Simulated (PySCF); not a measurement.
PySCF 2.14 output of an unrestricted LDA calculation on a single atom or ion in aug-cc-pVQZ-PP with ECP60MDF, with scalar relativity through the core potential:

```
SCF conv_tol = 1e-09
number electrons alpha = 10  beta = 5
    P. A. M. Dirac.,  Math. Proc. Cambridge Philos. Soc. 26, 376 (1930)
    F. Bloch.,  Z. Phys. 57, 545 (1929)
    S. H. Vosko, L. Wilk, and M. Nusair.,  Can. J. Phys. 58, 1200 (1980)
cycle= 1 E= -90.2659761372249  delta_E= -0.0128  |g|= 0.0303  |ddm|= 0.189
cycle= 2 E= -90.2660942149772  delta_E= -0.000118  |g|= 0.0225  |ddm|= 0.0298
cycle= 3 E= -90.2662622164703  delta_E= -0.000168  |g|= 0.000638  |ddm|= 0.0139
cycle= 4 E= -90.2662623745971  delta_E= -1.58e-07  |g|= 5.46e-05  |ddm|= 0.000498
cycle= 5 E= -90.2662623760421  delta_E= -1.45e-09  |g|= 1.24e-06  |ddm|= 4.79e-05
cycle= 6 E= -90.2662623760426  delta_E= -4.69e-13  |g|= 8.77e-09  |ddm|= 1.06e-06
converged SCF energy = -90.2662623760426  <S^2> = 8.7558194  2S+1 = 6.0019395
```

The run itself started from symmetry-adapted Hartree-Fock orbitals and held the occupation by maximum overlap, on a logarithmic radial grid, so the iterations belong to that start.

Task: Which element, charge and spin multiplicity is this?

Result: Os+ (osmium, charge +1), multiplicity 6; the state was [Xe] 4f14 5d5 6s2, high-spin 6S determinant (an excited configuration).

Energies and moments cover only the electrons outside the core potential. Spin-orbit coupling, which splits the p, d and f shells strongly at this Z, is absent.
